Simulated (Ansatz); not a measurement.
Stepwise reaction of `N[SiH2]F` with hydrogen chloride, as a gas-phase model of exchange steps in deposition or etching. ΔE in kJ/mol; ΔG adds harmonic PBE0-D4 terms to CCSD(T)/CBS, at 1 bar.

Isolated molecules relaxed with PBE0-D4/def2-TZVP in Ansatz; ΔE leaves out vibrations. CCSD(T)/CBS adds triple-zeta CCSD(T) − MP2 to the extrapolated MP2 energy (def2 sets, frozen cores). This one scheme is used for every species. Functionals use def2-TZVPP. B3LYP here is the variant with VWN-RPA as its local correlation; programs differ in this. Each species was taken in one conformer, which may not be the lowest.

```
step                                     reaction  PBE-D4  B3LYP-D4  ωB97M-V  CCSD(T)/CBS  ΔG(400 K)
   1        `N[SiH2]F` + HCl → `N[SiH](F)Cl` + H₂   -87.8     -86.5    -89.1        -87.2      -84.8
   2  `N[SiH](F)Cl` + HCl → `N[Si](F)(Cl)Cl` + H₂   -80.3     -79.0    -81.2        -78.8      -75.6
```

(1) By hand: ΔE of the 2 steps together at CCSD(T)/CBS.

## Answers

(1) (-87.2) + (-78.8) = -166.0 kJ/mol, or -83.0 kJ/mol a step.

In ΔE each step is higher than the one before. All are downhill at CCSD(T)/CBS. ΔG lies between -84.8 and -75.6 kJ/mol a step. PBE-D4 differs from CCSD(T)/CBS by -1.5 to -0.6 kJ/mol a step. Isolated molecules leave out the surface, adducts and barriers. Largest T1 diagnostic: 0.011.
